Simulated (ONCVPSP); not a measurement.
# Before and after: ONCV potential for Pt

| Property | Result |
| --- | --- |
| Element | Pt (Z = 78) |
| Generator | ONCVPSP 4.0.1 |
| Type | optimised norm-conserving Vanderbilt (ONCV) |
| Functional | PBEsol |
| Relativity | scalar-relativistic |
| Frozen core | [Kr] 4d10 4f14 |
| Valence charge | 18 |
| Reference configuration | 5s2 5p6 5d9 6s1 |
| Partial waves | 5s+6s: rc 1.60 bohr, ncon 3, nbas 6, qcut 7.7 1/bohr, 2 projectors; 5p: rc 1.50 bohr, ncon 3, nbas 7, qcut 8.6 1/bohr, 3 projectors, debl 3.2 Ha; 5d: rc 2.15 bohr, ncon 4, nbas 9, qcut 6.8 1/bohr, 1 projector; f scattering state at 0.23 Ha: rc 1.50 bohr, ncon 4, nbas 7, qcut 8 1/bohr, local |
| Local potential | the f channel |
| Core correction | Teter function, fcfact 4.5, rcfact 1.15 |

Change: p: qcut 10.5.

Cutoffs: the cutoffs (Ha) at which the residual kinetic energy of the hardest occupied pseudo-wave falls to 1 and 0.1 mHa per electron; they do not see the model core or the augmentation charge, which bear on the density cutoff. Errors are all-electron minus pseudo energies relative to the spin-unpolarised reference configuration.

What does the change do?

The potential gets harder (25 Ha and 30 Ha → 35 Ha and 42 Ha); both files keep a bound ghost (s); the errors of the 4 common tests hardly move. The waves are optimised to have the least kinetic energy above qcut, so the cutoff follows it (qcut²/2 in Ha).

```tsv
quantity	base	changed
cutoff, loose	25 Ha	35 Ha
cutoff, tight	30 Ha	42 Ha
loose cutoff by channel	s 21 Ha, p 25 Ha, d 17 Ha	s 21 Ha, p 35 Ha, d 17 Ha
bound ghosts	s	s
GHOST(+) flags under 300 eV	none	none
error for 5s2 5p6 5d9 6s0, meV [ΔE 9.23 eV]	-4.1	-4.1
error for 5s2 5p6 5d8 6s0, meV [ΔE 29.22 eV]	-21	-21
error for 5s2 5p6 5d7 6s0, meV [ΔE 61.47 eV]	-73	-73
error for 5s2 5p6 5d9 6s0.5, meV [ΔE 3.71 eV]	-1.5	-1.5
s: phases at 1.62 bohr within 0.05 rad from the reference energy up to (Ha; the scan ends near 5)	to the end of the scan	to the end of the scan
p: phases at 1.52 bohr within 0.05 rad from the reference energy up to (Ha; the scan ends near 5)	to the end of the scan	to the end of the scan
d: phases at 2.18 bohr within 0.05 rad from the reference energy up to (Ha; the scan ends near 5)	1.2	1.2
f: phases at 1.52 bohr within 0.05 rad from the reference energy up to (Ha; the scan ends near 5)	1.2	1.2
rms error of d²Exc/dni dnj with the model core, mHa	1.62	1.65
```

 A true bound ghost makes a file unfit for plane-wave use even where its test errors are small: the radial tests pick states by their node count and pass the ghost by.
